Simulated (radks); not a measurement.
Results of a calculation; reference values are marked as such.
Numerical settings for neutral krypton, [Kr]. Code: a radial shooting solver on a logarithmic mesh with Libxc functionals. Model: Dirac Kohn-Sham, PBE, spin-unpolarised, spherical densities, finite nucleus; Fermi nuclear charge, rms radius 4.1884 fm. The defaults (mesh step 0.008 in ln r, mesh end at 40 bohr or more with all orbitals vanishing there, Anderson mixing 0.5 over 9 steps, residual threshold near 1e-9 with the energy settled to 1e-9 hartree or 1e-11 of itself, here a cap of 72 iterations) give E = -2790.4558 hartree and 4p3/2 at -9.041 eV in 14 iterations. Run on one thread of a shared host, so times are rough (Intel(R) Xeon(R) Platinum 8559C): 0.1 s of CPU time, 0.1 s wall, 14 iterations on 2381 mesh points. Changes against that run (0 stands for a change within the tolerance of the run):

setting                     iterations  converged  E (mhartree)  e(4p3/2) (meV)  CPU (s)
mesh step in ln r 0.003             15        yes             0               0     0.25
mesh step in ln r 0.02              14        yes             0               0     0.04
mesh step in ln r 0.2                4         no      diverged               -     0.01
mesh end (bohr) 5                   13        yes         +37.9            +987     0.09
mesh end (bohr) 8                   14        yes        +0.271             +18     0.09
residual threshold 0.01              9        yes             0           +1.25     0.07
residual threshold 1e-16            72         no             0               0     0.31
mixing 0.05                         24        yes             0               0     0.14
linear mixing, mixing 0.05          72         no       +0.0539            -123     0.39
linear mixing, mixing 0.8           65        yes             0               0     0.34
mixing history 20                   20        yes             0               0     0.12
iteration cap 5                      5         no        +0.214            +118     0.04

Settings that end as converged yet miss the energy by more than 1 mhartree: mesh end (bohr) 5 (+0.0379 hartree). A mesh that ends early acts as a hard wall.
